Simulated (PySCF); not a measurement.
CH6ClFSi2, SMILES Cl[Si@@H](F)C[SiH3]. Atoms are numbered in the order given.

```xyz
11

F      1.7601    -0.6744     0.7575
Si     0.9293    -0.1550    -0.5330
Cl     0.5066     1.8375    -0.2287
C     -0.6408    -1.1218    -0.6618
Si    -1.9366    -0.7728     0.6724
H      1.8241    -0.2649    -1.7102
H     -1.0946    -0.9317    -1.6498
H     -0.3728    -2.1927    -0.6308
H     -2.9926    -1.8287     0.6229
H     -2.5703     0.5563     0.4372
H     -1.3001    -0.7866     2.0223
```

The structure is a stationary point at PBE0-D3(BJ)/def2-SVP. The structure was generated by enumeration; whether it is a known compound was not checked. The values are those of a single conformer.

These are PBE/pcSseg-1 run with PySCF values and carry that method's errors.

GIAO shieldings, no solvent; atoms listed in one row are averaged. δ = σ(ref) − σ: ¹⁹F against CFCl3 (σ = 133.6 ppm); ²⁹Si against TMS (σ = 335.4 ppm); ³⁵Cl against HCl (σ = 936.5 ppm); ¹³C against TMS (σ = 182.0 ppm); ¹H against TMS (σ = 31.49 ppm), references at their B3LYP-D3(BJ)/def2-TZVP geometries, non-relativistic (without spin–orbit terms, shifts of atoms bonded to Cl or Br come out too high).

Estimate the chemical shifts. (The exact figures need the calculation; the answer reports its results.)


```tsv
nucleus	atoms	count	δ (ppm)
¹⁹F	F1	1	-176.9
²⁹Si	Si2	1	20.8
²⁹Si	Si5	1	-77.0
³⁵Cl	Cl3	1	88.0
¹³C	C4	1	0.0
¹H	H6	1	6.22
¹H	H9, H10, H11	3	4.44
¹H	H8	1	0.62
¹H	H7	1	0.37
```
